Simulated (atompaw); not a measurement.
**An all-electron radial function and its pseudo partner (nickel)**

Columns: radius, all-electron u(r) and pseudo u(r) of the 4p shell (level -7.58 eV) of nickel in the configuration [Ne] 3s2 3p6 3d8 4s1 4p0; PBE, scalar-relativistic, PAW (atompaw) scheme, atompaw 4.2.0.5.

| r (bohr) | all-electron | pseudo |
| --- | --- | --- |
| 0.060 | 0.0827 | -0.0175 |
| 0.119 | 0.1357 | -0.0673 |
| 0.179 | 0.1095 | -0.1462 |
| 0.238 | 0.0382 | -0.2440 |
| 0.298 | -0.0464 | -0.3547 |
| 0.358 | -0.1221 | -0.4661 |
| 0.417 | -0.1785 | -0.5662 |
| 0.477 | -0.2146 | -0.6490 |
| 0.537 | -0.2303 | -0.7054 |
| 0.596 | -0.2288 | -0.7302 |
| 0.656 | -0.2135 | -0.7227 |
| 0.715 | -0.1879 | -0.6841 |
| 0.775 | -0.1544 | -0.6168 |
| 0.835 | -0.1156 | -0.5272 |
| 0.894 | -0.0742 | -0.4243 |
| 0.954 | -0.0303 | -0.3122 |
| 1.013 | 0.0134 | -0.2017 |
| 1.073 | 0.0577 | -0.0952 |
| 1.133 | 0.1011 | 0.0006 |
| 1.192 | 0.1425 | 0.0820 |
| 1.252 | 0.1829 | 0.1512 |
| 1.312 | 0.2216 | 0.2076 |
| 1.371 | 0.2575 | 0.2528 |
| 1.431 | 0.2921 | 0.2911 |
| 1.490 | 0.3239 | 0.3239 |
| 1.550 | 0.3542 | 0.3542 |

How many radial nodes do the two functions have?

The all-electron 4p function has n − l − 1 = 2; the pseudo-wave has 1, since 1 lower shell of the same l stays in the valence.

Is the pseudo-wave norm-conserving?

No, it belongs to a PAW set: the norm inside the radius is not constrained, and the difference is carried by the augmentation charge.
